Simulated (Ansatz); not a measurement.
Br$_{3}$In, triplet, geometry from GFN2-xTB (such geometries of metal compounds can be far from the true shape) (a higher spin typed on purpose: for a closed-shell molecule this is an excited state) (core potentials on In); R2SCAN/def2-TZVP run with Ansatz (an electronic-structure program).

Input for Ansatz:
Ansatz 0.2 input:
```yaml
crystal:
  periodic: [false, false, false]
  atoms:
    - {symbol: In, position_ang: [-0.31221422, 0.34829714, 0.72257890]}
    - {symbol: Br, position_ang: [-1.81727600, -1.60136639, -0.49182942]}
    - {symbol: Br, position_ang: [0.13534756, 2.03252745, -1.39974133]}
    - {symbol: Br, position_ang: [2.11902836, -0.91877705, 0.87996029]}
basis:
  gaussian:
    orbitals: def2-TZVP
    point_charges:
      - {charge: 1.0, position_ang: [-5.0344, 1.0592, -1.7880]}
hamiltonian:
  xc: r2scan
magnetization: {spin_polarized: true, initial_magnetization: 2}
```

It wrote (shortened):

```
Functional definition: r2SCAN
1516 factors; their error is unknown
mean field evaluation 1: about -215312.5929 eV, gradient 1.9e1 eV
mean field evaluation 2: about -215290.5317 eV, gradient 5.9e1 eV
mean field evaluation 4: about -215311.2455 eV, gradient 2.1e1 eV
mean field evaluation 8: about -215315.7798 eV, gradient 4.5e-1 eV
mean field evaluation 16: about -215315.7181 eV, gradient 2.0e-4 eV
mean field evaluation 32: about -215315.1480 eV, gradient 4.7e0 eV
mean field evaluation 64: about -215315.6194 eV, gradient 1.1e0 eV
mean field evaluation 96: about -215315.6866 eV, gradient 1.7e-1 eV
mean field -215315.71806698 eV, -7912.7066927260 hartree, gradient 2.6e-6 eV, S^2 2.007380; 10 other end points of the search recorded, 0 dependent functions left out
reference -215315.71808341 eV, -7912.7066933297 hartree; 64, 62 occupied and 130, 132 virtual orbitals, 1516 factors
Total energy: -215315.71808341 eV, -7912.7066933297 hartree
```
